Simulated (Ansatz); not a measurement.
CH5GaOSi. The species carries charge 0 and has multiplicity 1. The bonds changed during the relaxation, so this is another structure than the one it started from. Geometry: relaxed with PBE0-D4/def2-TZVP. It is one conformer, not always the lowest.

```xyz
9

O     0.693   -0.348   -1.732
Si   -0.346   -0.353   -0.444
C     0.366    0.579    0.967
Ga   -0.728    0.704    2.696
H     0.412   -0.815   -2.520
H    -1.654    0.247   -0.851
H     1.327    0.133    1.258
H     0.562    1.618    0.664
H    -0.633   -1.764   -0.038
```

Task: What is the dipole moment at PBE/def2-TZVPP? (An estimate is asked.)

Result: Ansatz gave: 0.15 D, with components (-0.11, -0.03, 0.09) D in this frame, pointing from negative to positive charge.

Task: And with r2SCAN, B3LYP, ωB97M-V? (An estimate is asked.)

Result: Computed: r2SCAN 0.10 D, B3LYP 0.27 D, ωB97M-V 0.21 D.

Task: Give the Mulliken charges with PBE, ωB97M-V, B3LYP in def2-TZVPP. (Estimate.)

Result: Ansatz gave: 
```
atom    PBE  ωB97M-V  B3LYP
  O1  -0.36    -0.38  -0.40
 Si2   0.37     0.42   0.47
  C3  -0.35    -0.52  -0.40
 Ga4   0.20     0.25   0.22
  H5   0.17     0.16   0.17
  H6  -0.11    -0.08  -0.12
  H7   0.09     0.12   0.09
  H8   0.09     0.12   0.09
  H9  -0.11    -0.08  -0.12
```

B3LYP here is the variant with VWN-RPA as its local correlation; programs differ in this.
